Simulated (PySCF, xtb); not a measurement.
CHNO. Atoms are numbered in the order given.

```xyz
4

N     -0.1225    -1.1550     0.0000
C      0.0194     0.0448     0.0000
O      0.0148     1.2056     0.0000
H      0.6225    -1.8285     0.0000
```

The structure is a stationary point at PBE0-D3(BJ)/def2-TZVP.

Method: PySCF with C-PCM-B3LYP/def2-SVP.

The values are the electrostatic part of the solvation free energy, E(continuum) − E(gas) at the gas-phase geometry, in a cavity of scaled van der Waals radii (PySCF's table); cavitation and dispersion terms are not included. In vacuum the orbital gap is 8.51 eV. The dipole moment in vacuum is 2.18 D.

| solvent | ε | ΔG(elec) (kcal/mol) | dipole (D) | gap (eV) |
|---|---|---|---|---|
| water | 78.36 | -4.4 | 2.61 | 8.66 |
| chlorobenzene | 5.70 | -3.6 | 2.53 | 8.63 |
| benzene | 2.27 | -2.4 | 2.40 | 8.60 |

For comparison, GFN2-xTB/ALPB(water) (xtb, at the GFN2-xTB geometry, all terms of that model) gives -4.6 kcal/mol.
